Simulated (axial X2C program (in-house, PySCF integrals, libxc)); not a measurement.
# Spin–orbit effects down a group: molecules with H (ions), CCSD(T)

All values come from calculations with an in-house all-electron X2C program for linear molecules (integrals from PySCF), spin-free (one-electron X2C) or two-component (2c: spin–orbit coupling with atomic mean-field Coulomb and Gaunt terms, which also bring small scalar terms), in Dyall basis sets with cores contracted in-house; open shells are unrestricted.

Basis sets: Br dyall-cv3z, Cl dyall-av3z, F dyall-av3z, H dyall-v3z, I dyall-cv3z. Frozen shells (counts by l): HF⁺ F 1s, H none, 7 electrons correlated; HCl⁺ Cl 2s1p, H none, 7 electrons correlated; HBr⁺ Br 3s2p1d, H none, 7 electrons correlated; HI⁺ I 4s3p2d, H none, 7 electrons correlated. Coupled cluster in natural virtuals with an MP2 remainder. Where the outer core of a metal is frozen, bonds come out longer and ionisation energies lower.

| molecule | spin-free state | Re (Å) | ωe (cm⁻¹) | De (eV) | 2c state | Re 2c (Å) | ωe 2c (cm⁻¹) | De 2c (eV) |
| --- | --- | --- | --- | --- | --- | --- | --- | --- |
| HF⁺ | M_S = 1/2, Λ = 1 | 1.005 | 3092.8 | 3.63 | Ω = 3/2 | 1.005 | 3093.3 | 3.64 |
| HCl⁺ | M_S = 1/2, Λ = 1 | 1.319 | 2682.2 | 4.66 | Ω = 3/2 | 1.319 | 2681.9 | 4.66 |
| HBr⁺ | M_S = 1/2, Λ = 1 | 1.449 | 2450.9 | 3.93 | Ω = 3/2 | 1.450 | 2447.4 | 3.89 |
| HI⁺ | M_S = 1/2, Λ = 1 | 1.634 | 2215.3 | 3.24 | Ω = 3/2 | 1.637 | 2198.8 | 3.12 |

Fragments in 2c: F + H+, Cl+ + H, Br+ + H, I+ + H. Each entry is the lowest single determinant of a limited PBE0 search at one distance. De goes to single-determinant-based atoms at the same level (for ions the charge split of lowest energy) and is withheld (n/a) where an atom does not fit its ground term or J level. Main or longest-lived isotopes.
